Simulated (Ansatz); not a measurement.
`CCB(CC)CC`. Total charge 0; spin multiplicity 1.

Z-matrix (Å, degrees):
```
C
C 1 1.522
H 1 1.093 2 112.1
H 1 1.093 2 111.5 3 120.4
H 1 1.093 2 111.3 3 -120.2
B 2 1.571 1 118.9 3 -177.2
H 2 1.099 1 110.7 3 55.8
H 2 1.103 1 109.9 3 -57.3
C 6 1.573 2 118.8 1 -166.3
C 6 1.572 2 121.9 1 15.8
C 9 1.537 6 108.0 2 97.2
H 9 1.095 6 112.5 2 -23.0
H 9 1.096 6 111.4 2 -143.7
C 10 1.539 6 107.5 2 83.6
H 10 1.095 6 111.9 2 -157.2
H 10 1.095 6 112.6 2 -36.1
H 11 1.093 9 111.4 6 179.3
H 11 1.094 9 111.5 6 -60.8
H 11 1.094 9 111.5 6 59.2
H 14 1.094 10 111.5 6 58.9
H 14 1.093 10 111.3 6 178.8
H 14 1.093 10 111.6 6 -61.1
```

Question: Give the diagnostics of a CCSD(T)/def2-TZVPP run (frozen core, Ansatz 0.2.0). (Best estimate.)

Answer: Ansatz gave: T1 = 0.0094, largest single amplitude 0.011, largest double 0.008, (T) share of the correlation energy 3.7 %, 9 CCSD cycles. The RHF solution is stable towards an unrestricted one. T1 lies under the customary mark of 0.02 for closed shells.
